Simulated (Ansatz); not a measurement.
Steps of a relaxation of C2H7NSn, SMILES `N/C=[CH]/[SnH3]` with RKS PBE0-D4/def2-TZVP.

```sh
$ ansatz run in.yaml --threads 4 --pin off --events-out ev --progress --plain --max-ram 10444MiB
```

```yaml
crystal:
  periodic: [false, false, false]
  atoms:
    - {symbol: N, position_ang: [-0.075287, 2.330860, -0.227882]}
    - {symbol: C, position_ang: [0.158478, 1.019305, 0.129318]}
    - {symbol: C, position_ang: [-0.388283, -0.093846, -0.431409]}
    - {symbol: Sn, position_ang: [0.205805, -2.047081, 0.164165]}
    - {symbol: H, position_ang: [-0.878163, 2.523137, -0.829569]}
    - {symbol: H, position_ang: [0.115655, 3.055470, 0.463403]}
    - {symbol: H, position_ang: [0.912910, 0.922723, 0.932632]}
    - {symbol: H, position_ang: [-1.142800, 0.020601, -1.230657]}
    - {symbol: H, position_ang: [-1.150619, -3.001636, 0.672085]}
    - {symbol: H, position_ang: [1.000402, -2.913102, -1.112426]}
    - {symbol: H, position_ang: [1.307399, -1.873431, 1.490939]}
basis:
  gaussian: {orbitals: def2-TZVP}
hamiltonian: {xc: pbe0, dispersion: d4}
relax: {f_tol: 0.005, max_steps: 150}
```

Positions (Å) and forces (eV/Å) along the path, 10 of 10 steps:

```xyz
11
step=1 energy=-9505.5673 eV
N    -0.075    2.331   -0.228   -0.294    0.230    0.056
C     0.158    1.019    0.129   -0.141   -0.646   -0.096
C    -0.388   -0.094   -0.431    0.184    0.637    0.163
Sn    0.206   -2.047    0.164   -0.001    0.105    0.007
H    -0.878    2.523   -0.830    0.505   -0.159    0.421
H     0.116    3.055    0.463   -0.140   -0.509   -0.419
H     0.913    0.923    0.933   -0.407    0.046   -0.437
H    -1.143    0.021   -1.231    0.394   -0.017    0.408
H    -1.151   -3.002    0.672    0.227    0.176   -0.095
H     1.000   -2.913   -1.112   -0.149    0.161    0.210
H     1.307   -1.873    1.491   -0.180   -0.025   -0.218
11
step=2 energy=-9505.6122 eV
N    -0.071    2.300   -0.230   -0.078    0.133    0.004
C     0.158    0.994    0.129   -0.016   -0.163   -0.028
C    -0.382   -0.102   -0.429    0.004    0.339   -0.011
Sn    0.209   -2.018    0.171   -0.055    0.059   -0.055
H    -0.873    2.486   -0.815    0.119   -0.051    0.099
H     0.109    3.012    0.461   -0.027   -0.121   -0.092
H     0.905    0.897    0.922   -0.117    0.032   -0.104
H    -1.121    0.018   -1.225    0.104   -0.007    0.120
H    -1.128   -2.942    0.660   -0.163   -0.128    0.077
H     0.972   -2.857   -1.092    0.108   -0.118   -0.151
H     1.289   -1.846    1.469    0.120    0.024    0.140
11
step=3 energy=-9505.6198 eV
N    -0.071    2.306   -0.232   -0.008    0.035   -0.023
C     0.162    1.001    0.127   -0.009   -0.054    0.041
C    -0.376   -0.093   -0.428   -0.018    0.035   -0.023
Sn    0.202   -2.024    0.163    0.008    0.013    0.007
H    -0.873    2.487   -0.813    0.002   -0.014    0.002
H     0.104    3.015    0.459    0.004   -0.014    0.005
H     0.899    0.908    0.923    0.003    0.011   -0.018
H    -1.115    0.027   -1.218    0.013    0.004    0.000
H    -1.137   -2.960    0.669   -0.017   -0.003    0.000
H     0.979   -2.877   -1.100    0.001   -0.009   -0.017
H     1.292   -1.847    1.469    0.022   -0.003    0.024
11
step=4 energy=-9505.6200 eV
N    -0.073    2.305   -0.231   -0.005    0.026   -0.012
C     0.158    1.001    0.130    0.035   -0.023   -0.011
C    -0.376   -0.093   -0.429    0.004    0.002   -0.002
Sn    0.205   -2.022    0.166   -0.002   -0.006   -0.003
H    -0.876    2.486   -0.812   -0.006   -0.007   -0.001
H     0.102    3.013    0.460    0.001   -0.002    0.009
H     0.902    0.907    0.919   -0.015    0.009    0.017
H    -1.109    0.029   -1.224   -0.007   -0.006    0.006
H    -1.141   -2.955    0.670    0.007    0.006    0.000
H     0.976   -2.878   -1.102   -0.005    0.003    0.008
H     1.298   -1.851    1.473   -0.008   -0.001   -0.012
11
step=5 energy=-9505.6202 eV
N    -0.075    2.307   -0.232    0.007   -0.022   -0.011
C     0.162    1.002    0.129   -0.001    0.042    0.009
C    -0.368   -0.093   -0.431    0.006    0.014    0.002
Sn    0.205   -2.023    0.165    0.008   -0.006    0.002
H    -0.878    2.482   -0.813   -0.004    0.001    0.000
H     0.092    3.012    0.463   -0.004    0.009    0.004
H     0.899    0.918    0.927   -0.007   -0.031   -0.006
H    -1.099    0.030   -1.227    0.001   -0.008    0.003
H    -1.142   -2.948    0.676   -0.003    0.002    0.001
H     0.966   -2.885   -1.104   -0.001   -0.002   -0.002
H     1.303   -1.858    1.467   -0.001    0.002   -0.002
11
step=6 energy=-9505.6203 eV
N    -0.075    2.307   -0.231    0.010    0.013    0.007
C     0.162    1.003    0.131   -0.007   -0.013   -0.010
C    -0.365   -0.092   -0.434    0.002    0.005    0.003
Sn    0.206   -2.023    0.164    0.001    0.000    0.000
H    -0.876    2.481   -0.815    0.000   -0.003    0.003
H     0.086    3.012    0.467   -0.004    0.002   -0.004
H     0.895    0.913    0.931    0.000    0.000    0.003
H    -1.093    0.030   -1.232    0.000   -0.005   -0.001
H    -1.143   -2.942    0.682   -0.001    0.001    0.001
H     0.960   -2.890   -1.105   -0.001    0.000    0.000
H     1.308   -1.856    1.463    0.001    0.000   -0.001
11
step=7 energy=-9505.6203 eV
N    -0.074    2.307   -0.230   -0.006   -0.002   -0.009
C     0.161    1.002    0.131    0.009    0.001    0.009
C    -0.363   -0.092   -0.436   -0.003    0.005    0.000
Sn    0.206   -2.023    0.164    0.002   -0.002    0.000
H    -0.874    2.480   -0.816    0.000    0.005    0.000
H     0.083    3.012    0.469   -0.001   -0.002    0.002
H     0.890    0.913    0.934   -0.001   -0.003    0.000
H    -1.089    0.029   -1.237    0.000   -0.002   -0.002
H    -1.142   -2.939    0.688    0.000    0.000    0.000
H     0.955   -2.893   -1.107   -0.001    0.000    0.000
H     1.312   -1.855    1.459    0.000    0.000   -0.001
11
step=8 energy=-9505.6204 eV
N    -0.074    2.307   -0.229   -0.002    0.000   -0.002
C     0.160    1.003    0.133    0.002   -0.003    0.002
C    -0.362   -0.092   -0.436   -0.001    0.002   -0.001
Sn    0.206   -2.023    0.164    0.002    0.000    0.000
H    -0.873    2.480   -0.818    0.001    0.002    0.000
H     0.080    3.012    0.471    0.000   -0.002    0.000
H     0.887    0.912    0.937    0.000    0.001    0.000
H    -1.085    0.029   -1.240    0.000    0.000    0.000
H    -1.142   -2.937    0.691    0.001    0.000    0.000
H     0.952   -2.894   -1.108   -0.002    0.000    0.000
H     1.316   -1.855    1.456   -0.001    0.000    0.001
11
step=9 energy=-9505.6203 eV rejected
N    -0.074    2.308   -0.229    0.002   -0.001    0.006
C     0.160    1.003    0.134   -0.006   -0.003   -0.004
C    -0.359   -0.091   -0.438    0.002   -0.003   -0.002
Sn    0.208   -2.022    0.163   -0.006   -0.004    0.002
H    -0.871    2.480   -0.820    0.002    0.000    0.001
H     0.075    3.012    0.473    0.000   -0.001   -0.002
H     0.883    0.913    0.942    0.000    0.005   -0.001
H    -1.079    0.029   -1.245    0.001    0.002    0.002
H    -1.139   -2.935    0.697   -0.003    0.002    0.000
H     0.944   -2.898   -1.111    0.005    0.003    0.002
H     1.319   -1.856    1.454    0.004    0.000   -0.004
11
step=10 energy=-9505.6204 eV
N    -0.074    2.308   -0.229    0.000   -0.001    0.001
C     0.160    1.003    0.133   -0.001    0.000   -0.001
C    -0.361   -0.092   -0.437    0.000    0.000    0.000
Sn    0.207   -2.023    0.164    0.000    0.000    0.000
H    -0.871    2.480   -0.819    0.001    0.001    0.000
H     0.078    3.012    0.472    0.000    0.000   -0.001
H     0.886    0.913    0.939    0.000    0.001    0.000
H    -1.083    0.029   -1.242    0.000    0.000    0.000
H    -1.142   -2.936    0.694    0.000    0.000    0.000
H     0.949   -2.895   -1.109    0.000    0.000    0.000
H     1.318   -1.856    1.455    0.000    0.000    0.000
```

Run time 28 s (4 threads of an Arm Neoverse V2 on a shared host); peak host memory 0.45 GiB.
